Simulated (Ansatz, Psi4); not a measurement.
Species: hydrogen atom, H, net charge 0, doublet state.

Quantity: electron affinity to the singlet, in eV. Set-up: six Cartesian d functions in 6-31G* and its kin unless marked 5d; no spin-orbit coupling; UHF or UKS for open shells; frozen cores in correlated levels; non-relativistic; each state is the SCF solution reached for its charge and spin. Anions need diffuse functions, which STO-3G, LANL2DZ, def2-SVP, cc-pVDZ and Pople sets without + lack.

Measured values: pymatgen's periodic table; they hold spin-orbit and core effects. 

Value to compare with, the measured value: 0.75 eV.

```
level               program  electron affinity to the singlet (eV)  error
------------------  -------  -------------------------------------  -----
HF/6-31G*            Ansatz                                  -2.06  -2.81
HF/6-311+G**         Ansatz                                  -0.90  -1.65
PBE/6-311+G**        Ansatz                                  -0.05  -0.80
B3LYP/STO-3G         Ansatz                                  -7.19  -7.94
B3LYP/3-21G          Ansatz                                  -1.59  -2.34
B3LYP/6-31G*         Ansatz                                  -1.05  -1.80
B3LYP/6-311+G**      Ansatz                                   0.21  -0.54
wB97X-D/6-31G*         Psi4                                  -1.10  -1.85
MP2/6-311+G**        Ansatz                                  -0.46  -1.21
PBE/def2-TZVPD       Ansatz                                  -0.06  -0.81
wB97M-V/def2-TZVPD   Ansatz                                   0.05  -0.70
```

Among the 9 habitual levels, B3LYP/STO-3G lies farthest from the measured value (-7.94 eV) and B3LYP/6-311+G** nearest (-0.54); 0 of 9 lie above it, and their mean absolute error is 2.33 eV, the median 1.80. One case shows no general order.

The levels are drawn from those run, B3LYP/6-31G* more often than the rest, none by its result; runs whose electronic state is in doubt are left out.

Ansatz is a first-principles code.
